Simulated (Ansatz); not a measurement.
The cluster Ge₅H₇⁺. Charge 1, multiplicity 1. Geometry r2SCAN-D4/def2-SVP.

Cartesian coordinates in Å:
```
Ge -1.523 -0.447 0.908
Ge -0.531 2.732 -0.028
Ge 0.732 -1.068 1.372
Ge -0.016 0.511 -0.982
Ge 2.008 -0.935 -0.651
H -1.793 2.748 -0.997
H 3.373 -0.292 -0.428
H -2.104 0.486 1.976
H -0.772 -0.451 -1.937
H 1.210 0.178 2.174
H 1.945 -2.080 -1.657
H -2.530 -1.382 0.250
```

Another isomer (singlet) lies 0.33 eV lower at PBE0-D4/def2-TZVP; other spin states weren't run for this one.

Q: Estimate the orbital energies around the gap (eV) in Ansatz with PBE-D4/def2-TZVP, r2SCAN-D4/def2-TZVP, B97M-V/def2-TZVP, r2SCANh-D4/def2-TZVP, PBE0-D4/def2-TZVP.

A: 
| orbital | PBE-D4/def2-TZVP | r2SCAN-D4/def2-TZVP | B97M-V/def2-TZVP | r2SCANh-D4/def2-TZVP | PBE0-D4/def2-TZVP |
| --- | --- | --- | --- | --- | --- |
| HOMO−5 | -12.62 | -12.99 | -13.00 | -13.41 | -13.81 |
| HOMO−4 | -11.91 | -12.24 | -12.28 | -12.66 | -13.07 |
| HOMO−3 | -11.88 | -12.21 | -12.24 | -12.60 | -12.97 |
| HOMO−2 | -10.93 | -11.18 | -11.11 | -11.47 | -11.75 |
| HOMO−1 | -10.70 | -10.97 | -10.95 | -11.30 | -11.63 |
| HOMO | -10.31 | -10.56 | -10.49 | -10.89 | -11.21 |
| LUMO | -8.28 | -8.27 | -8.19 | -8.01 | -7.62 |
| LUMO+1 | -7.38 | -7.31 | -7.26 | -7.01 | -6.60 |
| LUMO+2 | -5.90 | -5.76 | -5.75 | -5.48 | -5.11 |
| LUMO+3 | -5.79 | -5.56 | -5.50 | -5.26 | -4.93 |
| LUMO+4 | -5.48 | -5.23 | -5.27 | -4.94 | -4.63 |
| LUMO+5 | -4.87 | -4.67 | -4.77 | -4.38 | -4.07 |
